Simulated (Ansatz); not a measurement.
System: C2H7Ge, charge 0, multiplicity 2. It need not be the lowest isomer of its formula. 
Coordinates optimised at B3LYP-D3(BJ)/def2-TZVP (Ansatz, an electronic-structure program):
SMILES: [CH2][GeH2][CH3]
```xyz
10

C     -1.6453    -0.6967     0.0449
Ge    -0.0281     0.3527    -0.0701
C      1.5683    -0.7654     0.2346
H     -2.1019    -1.1519    -0.8256
H     -2.1379    -0.8947     0.9894
H      0.0609     0.9941    -1.4705
H     -0.0696     1.4692     0.9948
H      1.5209    -1.2224     1.2225
H      2.4693    -0.1553     0.1701
H      1.6208    -1.5541    -0.5152
```
Charge 0, spin multiplicity 2.

Wanted: atomisation energy (electronic, to ground-state atoms), in eV. Cores are frozen in the correlated levels unless marked. Open shells are spin-unrestricted. Spin-orbit coupling is left out. The frozen core is the preceding noble-gas configuration, with the filled d and f shells of earlier blocks. Non-relativistic. The coupled-cluster limit lacks core correlation, which all-electron functionals hold. CBS marks a two-point X^-3 extrapolation of the correlation energy; Hartree-Fock from the larger set. The bracket is a focal-point correction in the basis named.

```tsv
level	program	atomisation energy (eV)
HF/6-31G	Ansatz	25.13
PBE0/def2-QZVPP	Ansatz	34.13
PBE-QIDH/def2-TZVPD	Ansatz	33.89
MP2/aug-cc-pVDZ	Ansatz	31.97
RI-MP2/CBS(aug-cc-pVTZ,aug-cc-pVQZ)	Ansatz	34.08
SCS-MP2/STO-3G	Ansatz	38.76
SCS-MP2/cc-pVQZ	Ansatz	34.00
CCSD(T)/STO-3G	Ansatz	39.12
RI-MP2/CBS(aug-cc-pVTZ,aug-cc-pVQZ)+[CCSD(T)-MP2]/aug-cc-pVDZ	Ansatz	34.17
CCSD(T)/CBS(aug-cc-pVTZ,aug-cc-pVQZ)	Ansatz	34.16
```
